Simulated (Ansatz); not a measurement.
A run of Ansatz (development build ahead of 0.2.0) on singlet Cu₂ at this shape:

```xyz
2

Cu    0.0000    0.0000   -1.2054
Cu    0.0000    0.0000    1.2054
```

Its results:

```
Converged                       : yes
Reference energy                : -3277.86366 hartree
Correlation energy              : -1.37078 hartree
Total energy                    : -3279.23444 hartree
Spin squared of the determinant : 0.000
```

Which input gives this output? Name the method, the orbitals and the basis set, and write the input.

RHF-MP2 in def2-TZVP. An unrestricted run that stays on the closed shell gives the same numbers.

```yaml
crystal:
  periodic: [false, false, false]
  atoms:
    - { symbol: Cu, position_ang: [0.0, 0.0, -1.20544] }
    - { symbol: Cu, position_ang: [0.0, 0.0, 1.20544] }
basis:
  gaussian: { orbitals: def2-TZVP }
hamiltonian:
  xc: hf
correlation:
  method: mp2
  frozen_orbitals: { Cu: 5 }
```
